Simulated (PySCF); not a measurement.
Steps of a relaxation of [La(H2O)8]3+

[La(H2O)8]3+ (singlet; a saddle point, relaxed within its symmetry). PySCF 2.14.0, RKS PBE, La lcecp-1-SVP with ECP46, O def2-SVP, H def2-SVP; non-relativistic Hamiltonian with scalar-relativistic core potentials where named; density fitting; no spin-orbit coupling. Origin of the start: template. Columns: position (Å) and force (eV/Å). Energies are counted from the last step; some of the 11 steps are shown. Forces carry noise of the integration grid, about 0.01 to 0.03 eV/Å.

Run from Python with OMP_NUM_THREADS=4. Where DIIS fails, smearing, a level shift and second-order steps follow.
It took 5.7 min on 4 threads of Arm Neoverse V2, with other jobs on the host, from the converged density of the start.

```xyz
25
step 0  E = 0.090 eV
La    0.0000    0.0000    0.0000     0.00    0.00    0.00
O     2.2290    0.0000    1.3385    -0.77    0.00   -0.36
H     2.3384    0.0000    2.3024     0.21    0.00    0.53
H     3.1312    0.0001    0.9822     0.53    0.00   -0.16
O     0.0000    2.2290    1.3385     0.00   -0.77   -0.36
H     0.0000    2.3384    2.3024     0.00    0.21    0.53
H    -0.0001    3.1312    0.9822     0.00    0.53   -0.16
O    -2.2290    0.0000    1.3385     0.77    0.00   -0.36
H    -2.3384    0.0000    2.3024    -0.21    0.00    0.53
H    -3.1312   -0.0001    0.9822    -0.53    0.00   -0.16
O     0.0000   -2.2290    1.3385     0.00    0.77   -0.36
H     0.0000   -2.3384    2.3024     0.00   -0.21    0.53
H     0.0001   -3.1312    0.9822     0.00   -0.53   -0.16
O     1.5761    1.5761   -1.3385    -0.55   -0.55    0.35
H     2.2141    2.2141   -0.9822     0.38    0.38    0.17
H     1.6535    1.6535   -2.3024     0.15    0.15   -0.53
O    -1.5761    1.5761   -1.3385     0.55   -0.55    0.35
H    -2.2141    2.2141   -0.9822    -0.38    0.38    0.17
H    -1.6535    1.6535   -2.3024    -0.15    0.15   -0.53
O    -1.5761   -1.5761   -1.3385     0.55    0.55    0.35
H    -2.2141   -2.2141   -0.9822    -0.38   -0.38    0.17
H    -1.6535   -1.6535   -2.3024    -0.15   -0.15   -0.53
O     1.5761   -1.5761   -1.3385    -0.55    0.55    0.35
H     2.2141   -2.2141   -0.9822     0.38   -0.38    0.17
H     1.6535   -1.6535   -2.3024     0.15   -0.15   -0.53
```

```xyz
25
step 3  E = 0.009 eV
La    0.0000    0.0000    0.0000     0.00    0.00    0.00
O     2.2223    0.0000    1.3346     0.05    0.00    0.07
H     2.3785    0.0000    2.3049    -0.01    0.00   -0.02
H     3.1319    0.0001    0.9628    -0.04    0.00   -0.04
O     0.0000    2.2223    1.3346     0.00    0.05    0.07
H     0.0000    2.3785    2.3049     0.00   -0.01   -0.02
H    -0.0001    3.1319    0.9628     0.00   -0.04   -0.04
O    -2.2223    0.0000    1.3346    -0.05    0.00    0.07
H    -2.3785    0.0000    2.3049     0.01    0.00   -0.02
H    -3.1319   -0.0001    0.9628     0.04    0.00   -0.04
O     0.0000   -2.2223    1.3346     0.00   -0.05    0.07
H     0.0000   -2.3785    2.3049     0.00    0.01   -0.02
H     0.0001   -3.1319    0.9628     0.00    0.04   -0.04
O     1.5714    1.5714   -1.3346     0.04    0.04   -0.07
H     2.2145    2.2146   -0.9628    -0.03   -0.03    0.05
H     1.6818    1.6819   -2.3049    -0.01   -0.01    0.02
O    -1.5714    1.5714   -1.3346    -0.04    0.04   -0.07
H    -2.2146    2.2145   -0.9628     0.03   -0.03    0.05
H    -1.6819    1.6818   -2.3049     0.01   -0.01    0.02
O    -1.5714   -1.5714   -1.3346    -0.04   -0.04   -0.07
H    -2.2145   -2.2146   -0.9628     0.03    0.03    0.05
H    -1.6818   -1.6819   -2.3049     0.01    0.01    0.02
O     1.5714   -1.5714   -1.3346     0.04   -0.04   -0.07
H     2.2146   -2.2145   -0.9628    -0.03    0.03    0.05
H     1.6819   -1.6818   -2.3049    -0.01    0.01    0.02
```

```xyz
25
step 7  E = 0.001 eV
La    0.0000    0.0000    0.0000     0.00    0.00    0.00
O     2.2299    0.0000    1.3251    -0.01    0.00   -0.02
H     2.4175    0.0000    2.2892     0.00    0.00    0.00
H     3.1220    0.0001    0.9151     0.01    0.00    0.01
O     0.0000    2.2299    1.3251     0.00   -0.01   -0.02
H     0.0000    2.4175    2.2892     0.00    0.00    0.00
H    -0.0001    3.1220    0.9151     0.00    0.01    0.01
O    -2.2299    0.0000    1.3251     0.01    0.00   -0.02
H    -2.4175    0.0000    2.2892     0.00    0.00    0.00
H    -3.1220   -0.0001    0.9151    -0.01    0.00    0.01
O     0.0000   -2.2299    1.3251     0.00    0.01   -0.02
H     0.0000   -2.4175    2.2892     0.00    0.00    0.00
H     0.0001   -3.1220    0.9151     0.00   -0.01    0.01
O     1.5767    1.5768   -1.3251    -0.01   -0.01    0.02
H     2.2075    2.2076   -0.9151     0.01    0.01    0.00
H     1.7094    1.7094   -2.2892     0.00    0.00    0.00
O    -1.5768    1.5767   -1.3251     0.01   -0.01    0.02
H    -2.2076    2.2075   -0.9151    -0.01    0.01    0.00
H    -1.7094    1.7094   -2.2892     0.00    0.00    0.00
O    -1.5767   -1.5768   -1.3251     0.01    0.01    0.02
H    -2.2075   -2.2076   -0.9151    -0.01   -0.01    0.00
H    -1.7094   -1.7094   -2.2892     0.00    0.00    0.00
O     1.5768   -1.5767   -1.3251    -0.01    0.01    0.02
H     2.2076   -2.2075   -0.9151     0.01   -0.01    0.00
H     1.7094   -1.7094   -2.2892     0.00    0.00    0.00
```

Q: Where does the relaxation end?

A: It converges at step 10 in D4d:
```xyz
25
step 10  E = 0
La    0.0000    0.0000    0.0000
O     2.2358    0.0000    1.3124
H     2.4272    0.0000    2.2759
H     3.1265    0.0001    0.8991
O     0.0000    2.2358    1.3124
H     0.0000    2.4272    2.2759
H    -0.0001    3.1265    0.8991
O    -2.2358    0.0000    1.3124
H    -2.4272    0.0000    2.2759
H    -3.1265   -0.0001    0.8991
O     0.0000   -2.2358    1.3124
H     0.0000   -2.4272    2.2759
H     0.0001   -3.1265    0.8991
O     1.5809    1.5810   -1.3124
H     2.2107    2.2108   -0.8991
H     1.7163    1.7163   -2.2759
O    -1.5810    1.5809   -1.3124
H    -2.2108    2.2107   -0.8991
H    -1.7163    1.7163   -2.2759
O    -1.5809   -1.5810   -1.3124
H    -2.2107   -2.2108   -0.8991
H    -1.7163   -1.7163   -2.2759
O     1.5810   -1.5809   -1.3124
H     2.2108   -2.2107   -0.8991
H     1.7163   -1.7163   -2.2759
```

Q: How did the contacts change?

A: 
```json
{"contact": "La1–O2 (H2O)", "start (Å)": "2.600", "end (Å)": "2.593"}
{"contact": "La1–O5 (H2O)", "start (Å)": "2.600", "end (Å)": "2.593"}
{"contact": "La1–O8 (H2O)", "start (Å)": "2.600", "end (Å)": "2.593"}
{"contact": "La1–O11 (H2O)", "start (Å)": "2.600", "end (Å)": "2.593"}
{"contact": "La1–O14 (H2O)", "start (Å)": "2.600", "end (Å)": "2.593"}
{"contact": "La1–O17 (H2O)", "start (Å)": "2.600", "end (Å)": "2.593"}
{"contact": "La1–O20 (H2O)", "start (Å)": "2.600", "end (Å)": "2.593"}
{"contact": "La1–O23 (H2O)", "start (Å)": "2.600", "end (Å)": "2.593"}
```
